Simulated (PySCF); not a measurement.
NICS in isomers of [C8H10OP]-.

Probes without a nucleus sit at each ring's centroid and 1 Å off its mean plane on both sides; NICS is minus the shielding there, NICSzz its component along the normal. Level: GIAO PBE0/pcSseg-1 (PySCF, non-relativistic, gas phase) on the GFN2-xTB geometries, one conformer each. Atom numbers follow the mapped SMILES.

Question: Order these rings by mean NICS(1)zz, lowest (most negative) first (ppm).
A. ring C3–P4–C5–C6–C9 in `[CH2:1]=[CH:2][c:3]1[p-:4][cH:5][c:6]([O:7][CH3:8])[c:9]1[CH3:10]` (charge -1)
B. ring C3–C4–P5–C6–C9 in `[CH2:1]=[CH:2][c:3]1[cH:4][p-:5][c:6]([O:7][CH3:8])[c:9]1[CH3:10]` (charge -1)
C. ring C3–C4–C5–C6–C9–C10 in `[CH3:1][O:2][c:3]1[cH:4][cH:5][c:6]([P-:7][CH3:8])[cH:9][cH:10]1` (charge -1)

Answer: B (-23.2), A (-21.8), C (-12.3).

| SMILES | ring | NICS(0) | NICS(1) | NICS(1)zz | HOMA | rms pucker (Å) | ring atoms with four or more neighbours |
| --- | --- | --- | --- | --- | --- | --- | --- |
| C=Cc1c[p-]c(OC)c1C | 5-membered ring with P; formal bonds all aromatic | -11.5 | -10.0 | -23.2 | 0.79 | 0.00 | 0 |
| C=Cc1[p-]cc(OC)c1C | 5-membered ring with P; formal bonds all aromatic | -11.6 | -9.4 | -21.8 | 0.82 | 0.00 | 0 |
| COc1ccc([P-]C)cc1 | 6-membered carbocycle; formal bonds all aromatic | -3.4 | -6.0 | -12.3 | 0.94 | 0.00 | 0 |

NICS(0) gives another order. The isotropic NICS(1) gives the same order. HOMA uses Krygowski's 1993 parameters. NICS(1) and NICS(1)zz are means over the two faces.
